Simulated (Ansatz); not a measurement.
Relaxation of BBrF₂H₂ (6 atoms, charge 0, multiplicity 1), to a largest force component of 0.03 eV/Å in at most 50 steps.

All numbers below come from RKS PBE/def2-SVPD in Ansatz.

```xyz
6
Properties=species:S:1:pos:R:3
B -0.005 0.259 -0.015
H -0.003 0.382 1.177
F 1.135 0.252 -0.693
F -1.149 0.189 -0.682
Br 0.098 -2.774 1.134
H 0.059 -1.394 1.739
```

Where does it end, and by what steps?

It converged. After 18 steps the energy has fallen by 0.144 eV; H6 moved furthest, 1.17 Å.

| step | energy less start (eV) | largest force component (eV/Å) | accepted |
| --- | --- | --- | --- |
| 0 | 0.0000 | 1.277 | yes |
| 1 | -0.0778 | 0.419 | yes |
| 2 | 0.0137 | 1.514 | no |
| 3 | -0.0617 | 0.821 | no |
| 4 | -0.0887 | 0.274 | yes |
| 5 | -0.0999 | 0.194 | yes |
| 6 | -0.1110 | 0.187 | yes |
| 7 | -0.1119 | 0.546 | yes |
| 8 | -0.1345 | 0.288 | yes |
| 9 | -0.1404 | 0.093 | yes |
| 10 | -0.1423 | 0.072 | yes |
| 11 | -0.1152 | 0.777 | no |
| 12 | -0.1439 | 0.031 | yes |
| 13 | -0.1441 | 0.035 | yes |
| 14 | -0.1436 | 0.098 | no |
| 15 | -0.1441 | 0.042 | yes |
| 16 | -0.1442 | 0.072 | yes |
| 17 | -0.1439 | 0.089 | no |
| 18 | -0.1444 | 0.005 | yes |

```xyz
6
Properties=species:S:1:pos:R:3
B -0.012 0.480 -0.174
H -0.019 0.865 0.968
F 1.129 0.325 -0.842
F -1.149 0.253 -0.831
Br 0.092 -2.700 1.077
H 0.095 -2.309 2.460
```

Whether the end is a true minimum wasn't checked by a vibrational analysis.

The run took 17 s on 4 threads of AMD EPYC 7B13 (Zen 3) (shared host), peak memory 0.18 GiB.
